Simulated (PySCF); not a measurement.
In(Cl)(Me)2 (C2H6ClIn), SMILES [In]([Cl])([CH3])[CH3]. Atoms are numbered in the order given.

```xyz
10

In     0.2661     0.1663     0.0022
Cl    -1.7714    -1.1094    -0.0183
C      0.0378     1.9979    -1.1336
H      1.0063     2.4850    -1.3127
H     -0.6155     2.6773    -0.5657
H     -0.4475     1.7601    -2.0909
C      1.7955    -0.8484     1.1544
H      2.6999    -0.2329     1.2572
H      2.0452    -1.7907     0.6444
H      1.3871    -1.0834     2.1479
```

Geometry optimised at B3LYP-D3(BJ)/def2-SVP. The structure was generated by enumeration; whether it is a known compound was not checked. The def2 effective core potentials stand for the cores of In; spin–orbit coupling is left out.

Computed with PySCF with TDA-CAM-B3LYP/def2-SVPD.

Vertical excitations. 

Computed lowest excited states:
| state | energy (eV) | λ (nm) | f | main pairs |
|---|---|---|---|---|
| S1 | 5.06 | 245 | 0.000 | HOMO→LUMO 97 % |
| S2 | 6.13 | 202 | 0.007 | HOMO−2→LUMO 97 % |
| S3 | 6.17 | 201 | 0.266 | HOMO→LUMO+1 81 % |
| S4 | 6.19 | 200 | 0.000 | HOMO−3→LUMO 96 % |
| S5 | 6.26 | 198 | 0.008 | HOMO−1→LUMO 87 % |
| S6 | 6.56 | 189 | 0.043 | HOMO−1→LUMO+1 77 %, HOMO−1→LUMO+2 19 % |
| S7 | 6.77 | 183 | 0.122 | HOMO−3→LUMO+1 49 %, HOMO→LUMO+2 31 %, HOMO→LUMO+1 13 % |
| S8 | 7.14 | 174 | 0.263 | HOMO−2→LUMO+1 86 % |
| S9 | 7.32 | 169 | 0.047 | HOMO→LUMO+2 52 %, HOMO−3→LUMO+1 28 %, HOMO−3→LUMO+2 13 % |
| S10 | 7.98 | 155 | 0.021 | HOMO→LUMO+4 77 %, HOMO−2→LUMO+2 13 % |
| T1 | 4.82 | 257 | 0 | HOMO→LUMO 93 % |
| T2 | 5.03 | 247 | 0 | HOMO→LUMO+1 72 % |
| T3 | 5.78 | 215 | 0 | HOMO−2→LUMO 95 % |
| T4 | 5.80 | 214 | 0 | HOMO−1→LUMO 94 % |
Triplets are in the Tamm–Dancoff approximation.
